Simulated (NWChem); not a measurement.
Si3PH8, doublet; SMILES [SiH3]P([SiH2])[SiH3]

```xyz
12

Si     1.9794    -0.3407     0.2175
P      0.0464    -0.0166    -0.8780
Si    -0.6640     1.8547     0.1783
Si    -1.2393    -1.5431     0.1892
H      2.5398    -1.6776    -0.1648
H      2.9471     0.7370    -0.1693
H     -2.0228     2.1846    -0.3469
H      0.2827     2.9580    -0.1635
H     -0.7362     1.7059     1.6646
H     -0.7046    -2.8984    -0.1389
H     -1.2625    -1.3652     1.6739
H     -2.6301    -1.4155    -0.3404
```
Atoms are numbered in this order, from 1.

Results from NWChem. Spin-unrestricted. The geometry was optimised at PBE0/def2-SVP, spin-unrestricted. No stability test was run on the SCF state. Level: M06-2X/def2-SVP with SMD (1 M gas to 1 M solution), gas-phase geometry. Reactions with the solvent are ignored.

| solvent | dielectric constant | solvation free energy (kcal/mol) | cavity-dispersion-structure term (kcal/mol) | dipole in solution (D) |
|---|---|---|---|---|
| water | 78.4 | [?] | [?] | 1.20 |
| N,N-dimethylformamide | 37.2 | 0.1 | 1.0 | 1.19 |
| chlorobenzene | 5.70 | -0.7 | 0.1 | 1.11 |
| chloroform | 4.71 | -1.2 | -0.5 | 1.09 |

Question: Fill in the missing entries.

Answer: 
- water, solvation free energy (kcal/mol): 3.4
- water, cavity-dispersion-structure term (kcal/mol): 4.4
